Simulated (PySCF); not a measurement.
## How methods differ on the excitation energy of Sr

Sr [Kr] 5s2 (1S) → Sr [Kr] 5p2 (3P), as a difference of total energies. Calculation: PySCF 2.14, in aug-cc-pwCVTZ-X2C (10s9p7d3f, 93 functions); scalar relativity by spin-free X2C-1e. Correlated levels: valence: [Kr] frozen. The calculations carry no spin-orbit coupling.

Question: Order these methods by the excitation energy they give, lowest first.
A. UHF
B. CCSD (valence)
C. SCS-MP2 (valence)
D. MP2 (valence)

Answer: A (3.877 eV), B (4.135 eV), D (4.267 eV), C (4.454 eV).

Errors of the correlated levels include the incompleteness of this basis and the frozen core.

With two correlated electrons CCSD is exact in that space.

The coupled-cluster amplitudes are large for the upper state (T1 above 0.03 or a double amplitude above 0.15), so a single reference is strained.

For comparison: 4.405 eV (measured; NIST levels, between the centres of gravity of the two terms).
